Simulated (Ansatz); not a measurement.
Computed with Ansatz on PBE0-D4/def2-TZVP structures; ΔE is electronic, products minus reactants. CCSD(T)/CBS is the MP2 limit (def2-TZVPP, def2-QZVPP) plus CCSD(T) − MP2 in def2-TZVPP, frozen cores. Functionals use def2-TZVPP. B3LYP here is the variant with VWN-RPA as its local correlation; programs differ in this. def2 core potentials past Kr. For Br, Cd outer-core shells are correlated without core-valence functions, which leaves a few kJ/mol of doubt a bond. Scalar relativity is left out up to krypton. One conformer a species, not always the lowest.

Reaction (ligand exchange at the Si–C bond): `N[SiH2]C(N)[SiH3]` + `[OH][Cd][Br]` → `[SiH3][O][Cd][Br]` + `NC[SiH2]N`

Is it downhill or uphill in electronic energy at CCSD(T)/CBS, and by how much? (Estimate.)

Ansatz gave: Downhill: ΔE = -112.7 kJ/mol.

What do these levels give: ωB97X-V, ωB97M-V, PBE0, B3LYP, HF/def2-TZVPP, SCS-MP2/def2-TZVPP, CCSD(T)/def2-TZVPP, HF/def2-QZVPP, SCS-MP2/def2-QZVPP, HF/CBS(def2), MP2/CBS(def2), CCSD/CBS(def2)? (Estimate.)

The calculation gave: ωB97X-V -115.0, ωB97M-V -113.0, PBE0 -107.6, B3LYP -119.2, HF/def2-TZVPP -150.5, SCS-MP2/def2-TZVPP -123.9, CCSD(T)/def2-TZVPP -116.9, HF/def2-QZVPP -150.9, SCS-MP2/def2-QZVPP -121.8, HF/CBS(def2) -151.0, MP2/CBS(def2) -113.3, CCSD/CBS(def2) -118.0 kJ/mol.

Largest T1 diagnostic among the species: 0.014.

The D4 term adds +6.7 kJ/mol with B3LYP and +3.8 kJ/mol with PBE0; it sums over pairs of atoms, weighted by their polarisabilities, and B3LYP, whose exchange is more repulsive, gets the larger term. From PBE to PBE0 (25 % exact exchange), in def2-TZVPP and without D4, ΔE moves by −10.9 kJ/mol. In def2-TZVPP, CCSD(T) changes the Hartree–Fock value by +33.6 kJ/mol (the triples alone add +5.2 kJ/mol) and MP2 by +33.1 kJ/mol.
